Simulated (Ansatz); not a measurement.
Geometry optimisation, Ansatz 0.2.0, RKS B3LYP-D4/STO-3G.

Input file:

```yaml
crystal:
  periodic: [false, false, false]
  atoms:
    - { symbol: Si, position_ang: [0.0, 0.0, 0.0] }
    - { symbol: F, position_ang: [0.0, 0.0, 1.59] }
    - { symbol: F, position_ang: [1.4994, 0.0, -0.5295] }
    - { symbol: O, position_ang: [-0.7913, 1.3709, -0.5594] }
    - { symbol: Si, position_ang: [-2.4002, 1.4263, -1.0396] }
    - { symbol: H, position_ang: [-3.2124, 0.6421, -0.1138] }
    - { symbol: H, position_ang: [-2.862, 2.8114, -1.0378] }
    - { symbol: H, position_ang: [-2.5267, 0.8736, -2.385] }
    - { symbol: O, position_ang: [-0.7913, -1.3709, -0.5594] }
    - { symbol: Si, position_ang: [-1.673, -2.4329, 0.3983] }
    - { symbol: H, position_ang: [-1.2634, -2.287, 1.792] }
    - { symbol: H, position_ang: [-3.0964, -2.1323, 0.2761] }
    - { symbol: H, position_ang: [-1.4264, -3.8036, -0.0398] }
basis:
  gaussian: { orbitals: STO-3G }
hamiltonian:
  xc: b3lyp
  dispersion: d4
relax:
  f_tol: 0.02
  max_steps: 40
```

Run as:

```bash
$ ansatz run input.yaml --threads 1 --pin off --max-ram 2048MiB --backend cpu --events-out ev --progress --plain --runs-dir out
```

Task: Where does it end, and by what steps?

Result: The forces met the threshold. The force dipped under the threshold on the way, but the program's further checks kept it going. Limits of this set-up: minimal basis. After 31 steps the energy has fallen by 0.181 eV; H12 moved furthest, 1.57 Å.

| step | energy less start (eV) | largest force component (eV/Å) | accepted |
| --- | --- | --- | --- |
| 0 | 0.0000 | 2.161 | yes |
| 2 | -0.1167 | 0.179 | yes |
| 4 | -0.1269 | 0.113 | yes |
| 6 | -0.1331 | 0.085 | yes |
| 8 | -0.1379 | 0.138 | yes |
| 10 | -0.1439 | 0.283 | yes |
| 12 | -0.1612 | 0.118 | yes |
| 14 | -0.1683 | 0.265 | no |
| 16 | -0.1747 | 0.120 | yes |
| 18 | -0.1780 | 0.017 | yes |
| 20 | -0.1794 | 0.038 | yes |
| 22 | -0.1800 | 0.017 | yes |
| 24 | -0.1802 | 0.021 | yes |
| 26 | -0.1803 | 0.015 | yes |
| 28 | -0.1794 | 0.135 | no |
| 30 | -0.1811 | 0.030 | yes |
| 31 | -0.1812 | 0.017 | yes |

```xyz
13
Properties=species:S:1:pos:R:3
Si -0.317 0.109 0.255
F -0.334 0.117 1.883
F 1.237 -0.053 -0.196
O -0.924 1.538 -0.353
Si -2.325 1.491 -1.310
H -3.459 0.921 -0.607
H -2.623 2.869 -1.630
H -2.131 0.757 -2.546
O -1.268 -1.120 -0.361
Si -1.532 -2.560 0.489
H -0.292 -3.169 0.929
H -2.367 -2.344 1.654
H -2.210 -3.460 -0.416
```

Whether the end is a true minimum wasn't checked by a vibrational analysis.

Time of the run: 110 s on 1 thread of AMD EPYC 7R43 64-Core Processor (Zen 3), on a shared host, peak memory 0.17 GiB.
